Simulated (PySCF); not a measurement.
**A ladder of Hamiltonians for Ho⁵⁷⁺ (holmium, charge +57)**

Occupied: 1s1/2, 2s1/2, 2p1/2, 2p3/2. Hartree-Fock calculated with PySCF 2.14 in an uncontracted even-tempered set (16 s from 12 bohr⁻², ratio 2.7; 13 p from 15 bohr⁻², ratio 2.7), Gaussian nucleus throughout. NR is non-relativistic, sf-X2C the spin-free one-electron X2C Hamiltonian, X2C adds the bare one-electron spin-orbit term, X2C-SNSO screens it by Boettger's factors, DC is four-component Dirac-Coulomb, and the Gaunt and Breit terms are added at first order (total energies over the DC spinors, levels after relaxing the spinors in that mean field). QED terms are absent. Levels marked empty are virtual spinors of this ion.

```tsv
Hamiltonian	E (hartree)	E − E(DC) (hartree)	CPU seconds
NR	-8405.4031	488.2512	0.27
sf-X2C	-8882.0256	11.6287	0.21
X2C	-8890.4795	3.1748	0.2
X2C-SNSO	-8889.9521	3.7022	0.2
DC	-8893.6543	0.0000	8.7
DC+Gaunt	-8883.3940	10.2602	14
DC+Breit	-8884.2871	9.3671	41
```

```
   level (eV)        NR    sf-X2C       X2C  X2C-SNSO        DC  DC+Gaunt  DC+Breit
        1s1/2  -56821.9  -60553.9  -60544.3  -60544.9  -60607.8  -60437.9  -60449.1
        2s1/2  -12751.0  -13816.2  -13813.9  -13814.0  -13822.6  -13804.4  -13805.6
        2p1/2  -12406.5  -12774.6  -13426.5  -13404.2  -13409.8  -13377.7  -13381.0
        2p3/2  -12406.5  -12774.6  -12503.4  -12511.1  -12517.1  -12495.4  -12498.7
3s1/2 (empty)   -5272.4   -5611.5   -5611.1   -5611.1   -5613.2   -5608.3   -5608.9
3p1/2 (empty)   -5159.6   -5308.7   -5481.8   -5475.9   -5477.4   -5469.0   -5470.2
3p3/2 (empty)   -5159.6   -5308.7   -5235.8   -5237.9   -5239.2   -5233.6   -5234.7
```

| interval (eV) | X2C | X2C-SNSO | DC | DC+Gaunt | DC+Breit |
| --- | --- | --- | --- | --- | --- |
| 2p3/2 − 2p1/2 | 923.2 | 893.1 | 892.6 | 882.4 | 882.3 |
| 3p3/2 − 3p1/2 | 246.0 | 238.0 | 238.2 | 235.4 | 235.4 |

Weight of the small component: 1s1/2 0.0628, 2s1/2 0.0145, 2p1/2 0.0144, 2p3/2 0.0133, 3s1/2 0.00573, 3p1/2 0.00565, 3p3/2 0.00538.

Koopmans' value for the highest occupied level at DC+Breit: 12498.7 eV, against an ionisation energy of 12495 ± 6 eV (theoretical estimate listed by NIST; NIST Atomic Spectra Database, ionization energies); the former lacks relaxation, correlation, QED and recoil.

The whole ladder took 67 s of wall time on 1 thread of Neoverse-V1 (shared host), launched as `OMP_NUM_THREADS=1 python relrun2.py TASK.json OUT` (a driver that calls PySCF for each Hamiltonian).
